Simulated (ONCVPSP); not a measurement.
## Before and after: ONCV potential for tin (Sn)

ONCVPSP 4.0.1 input, shortened (lines: element, Z, core and valence counts, functional; n l f; lmax; l rc ep ncon nbas qcut; lloc lpopt rc5 dvloc0; l nproj debl; icmod fcfact rcfact), BLYP, scalar-relativistic:

```
  Sn 50.00    9    2  -106131      upf
    1    0    2.00
    2    0    2.00
    2    1    6.00
    3    0    2.00
    3    1    6.00
    3    2   10.00
    4    0    2.00
    4    1    6.00
    4    2   10.00
    5    0    1.50
    5    1    2.50
    2
    0    1.60    0.00    3    8    4.00
    1    2.80    0.00    4    7    2.70
    2    2.95    0.17    3    6    3.90
    4    5    1.20    1.00
    0    2    0.80
    1    2    1.70
    2    3    3.80
    2    0.70    0.65
```

Change: local potential polynomial inside 1.20 bohr (lpopt 5, dvloc0 -1 Ha).

Cutoffs: the cutoffs (Ha) at which the residual kinetic energy of the hardest occupied pseudo-wave falls to 1 and 0.1 mHa per electron; they do not see the model core or the augmentation charge, which bear on the density cutoff. Errors are all-electron minus pseudo energies relative to the spin-unpolarised reference configuration.

Question: What does the change do?

Answer: The potential gets neither clearly harder nor softer (19 Ha and 81 Ha → 19 Ha and 81 Ha); both files keep a bound ghost (s); the lowest positive-energy flag moves from p at 30.8 eV to p at 8.0 eV; the errors of the 4 common tests hardly move.

| quantity | base | changed |
| --- | --- | --- |
| cutoff, loose | 19 Ha | 19 Ha |
| cutoff, tight | 81 Ha | 81 Ha |
| bound ghosts | s | s |
| GHOST(+) flags under 300 eV | p at 30.8 eV, d at 230.6 eV | p at 8.0 eV, d at 219.2 eV |
| error for 5s2 5p2, meV [ΔE -3.48 eV] | +0.3 | +0.3 |
| error for 5s2 5p1, meV [ΔE 3.33 eV] | +2.9 | +3.1 |
| error for 5s2 5p0, meV [ΔE 17.31 eV] | -28 | -27 |
| error for 5s1 5p2, meV [ΔE 10.99 eV] | -14 | -14 |
| s: phases at 1.63 bohr within 0.05 rad from the reference energy up to (Ha; the scan ends near 5) | to the end of the scan | to the end of the scan |
| p: phases at 2.84 bohr within 0.05 rad from the reference energy up to (Ha; the scan ends near 5) | 1.1 | 0.3 |
| d: phases at 3.00 bohr within 0.05 rad from the reference energy up to (Ha; the scan ends near 5) | 2.0 | 2.0 |
| rms error of d²Exc/dni dnj with the model core, mHa | 1.51 | 1.51 |

 A true bound ghost makes a file unfit for plane-wave use even where its test errors are small: the radial tests pick states by their node count and pass the ghost by.
